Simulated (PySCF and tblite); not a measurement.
Values are calculated unless marked as measured or tabulated.
System: C7H11N, numbered as in [CH2:1]=[CH:2][N:3]1[CH2:4][C@@H:5]1[CH:6]1[CH2:7][CH2:8]1.

Level: PBE0/pcSseg-1 + D3(BJ) on GFN2-xTB stationary points, with GFN2-xTB thermal terms. Rates follow Eyring's equation with the number of equivalent paths and no tunnelling. Programs: tblite and PySCF.

Problem. What barrier does the pyramidal inversion at N3 meet, and how fast is it at 298 K?

Solution. The electronic barrier is 8.5 kcal/mol and ΔG‡(298 K) 8.1 kcal/mol, over a C1 saddle with an imaginary mode of 219i cm⁻¹ (GFN2-xTB). With 1 equivalent path, k is 7.3×10⁶ s⁻¹, a mean lifetime of the start of 140 ns against this motion. The end lies 0.7 kcal/mol above the start in free energy.
